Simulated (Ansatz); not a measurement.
`C[CH]([SiH3])[InH2]` → `[SiH3]C[CH2][InH2]`  (isomerisation)

Program: Ansatz. Geometries: PBE0-D4/def2-TZVP. ΔE: electronic, gas phase. CCSD(T)/CBS is the MP2 limit (def2-TZVPP, def2-QZVPP) plus CCSD(T) − MP2 in def2-TZVPP, frozen cores. DFT in def2-TZVPP. Elements past krypton have def2 core potentials. For In outer-core shells are correlated without core-valence functions, which leaves a few kJ/mol of doubt a bond. Each species was taken in one conformer, which may not be the lowest.

```json
{"level": "revPBE", "ΔE (kJ/mol)": "9.1"}
{"level": "PBE0", "ΔE (kJ/mol)": "5.9"}
{"level": "RPA@PBE/def2-TZVPP", "ΔE (kJ/mol)": "7.5"}
{"level": "HF/def2-QZVPP", "ΔE (kJ/mol)": "13.1"}
```

Q: What does CCSD(T)/CBS give? (Estimate.)

A: The calculation gave: +5.6 kJ/mol. The listed levels differ from it by 3.5, 0.3, 1.9, 7.5 kJ/mol.

Largest T1 diagnostic among the species: 0.013.

Leaving LDA and LC-ωPBE aside and taking each functional with its dispersion term where it has one, the values, not all of them listed here, spread over 3.6 kJ/mol, from ωB97M-V to B2PLYP. LDA lies −8.1 kJ/mol from PBE without D4. In def2-TZVPP, CCSD(T) changes the Hartree–Fock value by −6.6 kJ/mol (the triples alone add −0.6 kJ/mol) and MP2 by −5.4 kJ/mol.

CCSD(T)/CBS has its own doubt, a few kJ/mol and more with outer-core shells, so smaller differences from it don't rank the levels.
